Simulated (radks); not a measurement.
Coulomb parameter of the 3d shell of the copper ion Cu2+ in the model configuration [Ar] 3d8 4s1, as a second difference U = [E(n + 0.5) + E(n - 0.5) - 2 E(n)] / (0.5)^2 with all orbitals relaxed. "Bare": the charge of the atom changes with n. "Screened": the 4s shell takes up the change at fixed total charge, which measures U(3d,3d) + U(4s,4s) - 2 U(3d,4s). Method: scalar-relativistic Kohn-Sham, PBE, spin-unpolarised, spherical densities, finite nucleus; Fermi nuclear charge, rms radius 3.8823 fm; computed with a radial shooting solver on a logarithmic mesh with Libxc functionals.

| case | configuration | E - E(n) (eV) |
|---|---|---|
| start | [Ar] 3d8 4s1 | 0.000 |
| bare +0.5 | [Ar] 3d8.5 4s1 | -15.899 |
| bare -0.5 | [Ar] 3d7.5 4s1 | 20.698 |
| screened +0.5 | [Ar] 3d8.5 4s0.5 | -5.316 |
| screened -0.5 | [Ar] 3d7.5 4s1.5 | 6.561 |

U(bare) = 19.196 eV, U(screened by 4s) = 4.982 eV, against the Slater integral F0(3d,3d) = 29.046 eV with frozen orbitals.
